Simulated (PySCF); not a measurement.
C5H4F2O, SMILES O=C1C=CCC1(F)F. Atoms are numbered in the order given.

```xyz
12

O      2.0868    -0.2214     0.0000
C      0.9830     0.2516     0.0000
C      0.5688     1.6633     0.0000
C     -0.7723     1.7489     0.0000
C     -1.4682     0.4197     0.0000
C     -0.3262    -0.5895     0.0000
F     -0.3521    -1.3858    -1.0882
F     -0.3521    -1.3858     1.0882
H      1.2773     2.4921     0.0000
H     -1.3323     2.6877     0.0000
H     -2.1055     0.2858    -0.8883
H     -2.1055     0.2858     0.8883
```

The structure is a stationary point at PBE0-D3(BJ)/def2-SVP. The structure was generated by enumeration, and PubChem lists no compound with its InChIKey, so it may never have been made. The values are those of a single conformer.

Computed with PBE/def2-TZVP run with PySCF.

Gas-phase values at a fixed geometry.

```
Property                                                                                                       Result
---------------------------------------------------------------------------------------------  ----------------------
total energy                                                                                       -467.50876 hartree
point group                                                                                                        Cs
highest occupied level                                                                                       -5.98 eV
lowest empty level                                                                                           -3.14 eV
orbital gap                                                                                                   2.84 eV
dipole moment                                                                                                  4.72 D
quadrupole, principal values (traceless, Buckingham form, about the centre of nuclear charge)  -2.27, -1.28, 3.55 D·Å
```
